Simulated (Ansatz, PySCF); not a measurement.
Spectroscopic constants of LaO+, closed-shell singlet (lowest of 2S+1 = 1, 3 at CCSD(T)/def2-TZVPP on PBE0 minima; our sources give no spin for the ground state, which may be another). No spin–orbit coupling.

Constants: fifth-degree fit in 1/R to seven points, most abundant isotopes. Runs in def2 and cc sets follow the lowest solution found near the PBE0 minimum. The singlet is held restricted. HF and MP2 rows in def2 and cc sets belong to the determinant that coupled cluster picked by its CCSD energy.

Codes used: Ansatz (Gaussian orbitals); PySCF for LANL2DZ rows. Each number belongs to the level named beside it. In def2 rows elements past Kr take small-core potentials, without spin–orbit coupling.

```tsv
level	r_e (Å)	ω_e (cm⁻¹)	α_e (cm⁻¹)	ω_e x_e (cm⁻¹)
HF/def2-TZVPP	1.823	943	0.0012	1.9
HF/def2-QZVPP	1.809	941	0.0012	1.7
SVWN5/def2-TZVPP	1.864	871	0.0013	2.4
PBE/def2-TZVPP	1.876	850	0.0014	2.4
r2SCAN/def2-TZVPP	1.866	872	0.0013	2.3
B97M-V/def2-TZVPP	1.866	872	0.0013	2.5
B3LYP/LANL2DZ	1.956	835	0.0011	2.3
B3LYP/def2-TZVPP	1.867	867	0.0013	2.2
PBE0/def2-TZVPP	1.850	897	0.0013	2.3
BHLYP/def2-TZVPP	1.841	912	0.0012	2.1
CAM-B3LYP/def2-TZVPP	1.852	897	0.0012	2.1
wB97X-V/def2-TZVPP	1.845	914	0.0013	2.1
wB97M-V/def2-TZVPP	1.847	906	0.0012	2.1
B2PLYP/def2-TZVPP	1.881	827	0.0015	2.7
MP2/def2-TZVPP	1.884	824	0.0015	2.8
MP2/def2-QZVPP	1.865	830	0.0015	2.6
MP2/CBS(def2-TZVPP, def2-QZVPP)	1.861	833	0.0015	2.6
SCS-MP2/def2-TZVPP	1.879	833	0.0014	2.7
SCS-MP2/def2-QZVPP	1.861	838	0.0014	2.5
CCSD/def2-TZVPP	1.852	891	0.0013	2.2
CCSD/def2-QZVPP	1.833	896	0.0013	2.0
CCSD(T)/def2-TZVPP	1.871	846	0.0014	2.5
CCSD(T)/def2-QZVPP	1.851	852	0.0014	2.4
CCSD(T)/CBS(def2-TZVPP, def2-QZVPP)	1.847	857	0.0014	2.4
```

Correlated levels freeze the inner cores; with def2 sets outer-core shells near the valence are correlated too. CBS: X⁻³ extrapolation of the correlation energy, Hartree–Fock from the larger set. Rows in LANL2DZ carry no dispersion term and start afresh at each structure. LANL2DZ brings its own core potentials from Na on.

Ansatz is a program for electronic structure.
